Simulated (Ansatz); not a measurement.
The cluster H3W2⁺. Total charge 1; triplet. Geometry PBE-D4/def2-TZVP, that of the neutral doublet; atoms count from 1.

```xyz
5

W    -0.3418   -0.8333    0.1005
W    -0.0742    1.2968    0.4808
H    -1.9801   -0.6075   -0.3869
H     1.5458    1.0025    0.9500
H     0.8503   -0.8586   -1.1444
```

In the def2 sets W takes a core potential; there is no spin–orbit coupling. The structure comes from a short search, and lower isomers may exist.

(1) Estimate the Mulliken populations from the PBE0/def2-TZVP orbitals of Ansatz.

(2) Where does the spin sit?

(3) And the Mayer bond orders between heavy atoms (over 0.3)?

Results:

(1) 
```tsv
atom	charge (e)	spin (α − β)	d electrons
W1	0.38	0.15	4.43
W2	0.55	1.89	4.43
H3	0.02	-0.01	–
H4	0.01	-0.06	–
H5	0.04	0.03	–
```
Mulliken values depend strongly on the basis.

(2) Summed by element: W 2.04, H -0.04, of 2 unpaired in all. Largest on single atoms: W2 1.89, W1 0.15, H4 -0.06.

(3) W1–W2 3.54 (2.18 Å).
